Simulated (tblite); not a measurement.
C₃H₈O₃Si₂.
Numbering: `[CH2:1]=[CH:2][O:3][Si@@:4]([OH:5])([SiH3:6])[CH:7]=[O:8]` (hydrogens: H9, H10 on C1; H11 on C2; H12 on O5; H13, H14, H15 on Si6; H16 on C7)

Structure used (GFN2-xTB), in Å, numbered top down from 1:
```xyz
16
C3H8O3Si2 angstrom
C      2.3719    0.7383   -0.5913
C      1.5472    0.2757   -1.5116
O      0.3644   -0.3273   -1.2857
Si    -0.4869   -0.5938    0.0796
O      0.3491   -1.6699    0.9807
Si    -0.9785    1.3147    1.2813
C     -2.0194   -1.4875   -0.6454
O     -2.7845   -2.0932    0.0661
H      3.2978    1.2057   -0.8674
H      2.1471    0.6505    0.4564
H      1.7614    0.3451   -2.5716
H     -0.0809   -2.2427    1.6103
H     -2.4221    1.5126    1.4442
H     -0.4390    2.5207    0.6420
H     -0.4016    1.2800    2.6327
H     -2.2336   -1.4199   -1.7316
```

Calculated harmonic vibrations of the isolated species, GFN2-xTB (tblite), most abundant isotopes, no scaling. This tight-binding method is rough: wavenumbers can miss measured ones by several per cent, in bad cases by 10 to 20. Modes of hydrogen on silicon can be 10 to 20 % off. One conformer, not necessarily the lowest.

Harmonic wavenumbers (cm⁻¹): 29.0, 37.8, 63.5, 81.5, 89.0, 115.7, 140.0, 169.5, 220.4, 231.1, 283.2, 365.1, 443.4, 462.2, 480.0, 532.8, 669.2, 676.9, 715.6, 751.1, 772.9, 789.0, 800.1, 807.2, 836.7, 882.4, 989.1, 994.3, 1188.8, 1291.7, 1351.6, 1383.8, 1701.6, 1738.6, 2211.0, 2228.5, 2243.2, 2718.8, 3036.6, 3126.0, 3166.6, 3668.3.

A = 1768, B = 1070, C = 838.3 MHz; mass 148.001 u (most abundant isotopes); point group C1, symmetry number 1.

Task: What is the zero-point energy?

Result: ½Σν̃ = 22242 cm⁻¹ = 63.59 kcal/mol.

Task: What is S at 500 K and 1 bar for an ideal gas of classical rigid rotors and harmonic oscillators?

Result: Translation 43.48, rotation 31.24, vibration 65.75: S = 140.5 cal/(mol K).

Task: And Cp and H(500 K) − H(0)?

Result: Cp = 57.55 cal/(mol K), of which vibrations give 49.60 (their classical limit is 42 R = 83.5); H(500 K) − H(0) = 18.93 kcal/mol without the zero-point energy, 14.96 from vibrations.

Task: What must be added to the electronic energy to get the Gibbs energy at 500 K and 1 bar?

Result: ZPE + [H(500 K) − H(0)] − T·S = 63.59 + 18.93 − 70.24 = 12.28 kcal/mol.

Task: Which modes carry the vibrational entropy at 500 K?

Result: 29.0 cm⁻¹: 6.92; 37.8 cm⁻¹: 6.40; 63.5 cm⁻¹: 5.37; 81.5 cm⁻¹: 4.87; 89.0 cm⁻¹: 4.70; 115.7 cm⁻¹: 4.18 cal/(mol K); the other 36 give 33.31 together.

Task: Blend soft modes into free rotors: weight 1/[1 + (100 cm⁻¹/ν̃)⁴] for the oscillator and the rest for a rotor with moment μB/(μ + B), μ = h/(8π²ν), B = 10⁻⁴⁴ kg m². What vibrational entropy results?

Result: 57.85 cal/(mol K) in place of 65.75, which changes −T·S at 500 K by +3.95 kcal/mol.

Hindered rotation and anharmonicity are outside this model. Other conformers, if any are populated, would add a mixing term that is left out. The structure is chiral; the term R ln 2 for an equal mix with its mirror image is left out.
